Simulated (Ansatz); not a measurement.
The cluster FeCl3⁻. Total charge -1; triplet. Geometry PBE-D4/def2-SVP, that of the neutral doublet; atoms count from 1.

Cartesian coordinates in Å:
```
Fe 0.056 0.056 -0.013
Cl -0.377 -0.976 -1.789
Cl 1.490 -0.772 1.293
Cl -1.170 1.691 0.509
```

The charge -1 triplet is spin-contaminated (final ⟨S²⟩ up to 3.00, 2.00 for a pure state). The structure comes from a short search, and lower isomers may exist.

(1) Estimate the Mulliken populations from the PBE0/def2-TZVPD orbitals of Ansatz.

(2) Where does the spin sit?

(3) And the Mayer bond orders between bonded heavy atoms (over 0.3)?

## Answers

(1) 
```
atom  charge (e)  spin (α − β)  d electrons
 Fe1        0.43          2.05         6.39
 Cl2       -0.48         -0.04            –
 Cl3       -0.48          0.00            –
 Cl4       -0.48          0.00            –
```
Mulliken values and Mayer orders depend strongly on the basis. With diffuse functions, as here, like atoms can get unlike values, and bond orders can come out too low or too high.

(2) Summed by element: Fe 2.05, Cl -0.05, of 2 unpaired in all. Largest on single atoms: Fe1 2.05, Cl2 -0.04, Cl4 0.00.

(3) Fe1–Cl2 0.91 (2.10 Å); Fe1–Cl3 0.91 (2.11 Å); Fe1–Cl4 0.91 (2.11 Å).
